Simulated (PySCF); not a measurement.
Solvent effects on NMR parameters

Atoms are numbered as in `[CH3:1][P:2]([CH3:3])(=[O:4])[c:5]1[cH:6][cH:7][cH:8][s:9]1` (H(Xn): hydrogen on atom n).

GIAO PBE0/pcSseg-1 in PySCF on one PBE0-D3(BJ)/def2-SVP conformer, non-relativistic, equivalent nuclei averaged. Solvents enter as an IEF-PCM continuum (chloroform with ε = 4.7, dimethylsulfoxide with ε = 46.8) around the gas-phase geometry. Shifts are referred to TMS, PH3, CS2 computed in the same medium.

In chloroform, δ in ppm: C5 145.4, C6 143.5, C8 142.5, C7 133.5, C1/C3 23.3, P2 278.1, S9 223.4, H(C6) 7.89, H(C8) 7.76, H(C7) 7.35, H(C1)/H(C3) 1.58. Dipole moment 4.68 D.

**Question.** How does each δ change in the more polar medium?

**Answer.** 
```json
{"atoms": "C5", "environment": "substituted aromatic carbon next to the ring sulfur", "Δδ, dimethylsulfoxide": "+0.6"}
{"atoms": "C6", "environment": "aromatic CH", "Δδ, dimethylsulfoxide": "-0.4"}
{"atoms": "C8", "environment": "aromatic CH next to the ring sulfur", "Δδ, dimethylsulfoxide": "+1.3"}
{"atoms": "C7", "environment": "aromatic CH", "Δδ, dimethylsulfoxide": "+0.3"}
{"atoms": "C1/C3", "environment": "methyl carbon bonded to P", "Δδ, dimethylsulfoxide": "+0.2"}
{"atoms": "P2", "environment": "phosphorus bonded to 3 C, O", "Δδ, dimethylsulfoxide": "+4.4"}
{"atoms": "S9", "environment": "aromatic ring sulfur", "Δδ, dimethylsulfoxide": "+3.4"}
{"atoms": "H(C6)", "environment": "hydrogen on an aromatic CH", "Δδ, dimethylsulfoxide": "-0.07"}
{"atoms": "H(C8)", "environment": "hydrogen on an aromatic CH next to the ring sulfur", "Δδ, dimethylsulfoxide": "+0.13"}
{"atoms": "H(C7)", "environment": "hydrogen on an aromatic CH", "Δδ, dimethylsulfoxide": "+0.05"}
{"atoms": "H(C1)/H(C3)", "environment": "hydrogen on a methyl carbon bonded to P", "Δδ, dimethylsulfoxide": "+0.06"}
```

Changes are relative to chloroform. The dipole moment becomes 5.17 D in dimethylsulfoxide.

**Question.** Which nuclei move most (in ppm), and what does the model miss?

**Answer.** P2 (phosphorus bonded to 3 C, O, +4.4 ppm) in dimethylsulfoxide. A continuum only polarises the solute; specific hydrogen bonds, the anisotropy of aromatic solvents and changes of geometry or conformer are outside it.
